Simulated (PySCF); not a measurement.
Compound: C6H4FN3.
Bonds: F1–C2, C2–C3 (double), C3–C4 (double), C4–C5, C5–N6 (aromatic), N6–C7 (aromatic), C7–N8 (aromatic), N8–C9 (aromatic), C9–N10 (aromatic), C5–N10 (aromatic). Hydrogens: H11 on C2; H12 on C4; H13 on C7; H14 on C9.

Method: PBE0-D3(BJ)/def2-SVP geometry optimisation, gas phase (PySCF 2.14.0).

(1) List the bond lengths, angles and torsions at this level.

Results:

(1) 
```tsv
bond	length (bohr)
F1–C2	2.514
C2=C3	2.470
C3=C4	2.485
C4–C5	2.779
C5–N6, C5–N10	2.527
N6–C7, C9–N10	2.505
C7–N8, N8–C9	2.514
C2–H11	2.069
C4–H12	2.071
C7–H13, C9–H14	2.073
```

Bonds in one row agree within 0.02 bohr and their mean is given. A selection of angles:
```tsv
angle	degrees
F1–C2–C3	123.6
C2–C3–C4	177.6
C3–C4–C5	124.1
C4–C5–N6	119.2
C4–C5–N10	116.5
N6–C5–N10	124.4
C5–N6–C7	115.0
N6–C7–N8	125.8
C7–N8–C9	114.2
```

Dihedral angles: C3–C4–C5–N6 2° (synperiplanar). The mirror-image conformer, all signs reversed, is as good.

N6 (pyridine-type nitrogen) is bent (angle 115.0°). The 6-membered ring C5–N6–C7–N8–C9–N10 has internal angles of 114.2° to 125.8° (sum 720°, against 720° for a flat polygon); it is planar, 0.00 Å rms from its mean plane, widest ring torsion 0°. The C–C distances run from 1.307 Å (C2=C3, drawn double) to 1.471 Å (C4–C5, drawn single), a spread of 0.164 Å.

Point group: C1 (no symmetry element, even within 0.4 Å). Whether it is a minimum is left open (no frequencies). One conformer, not necessarily the lowest.
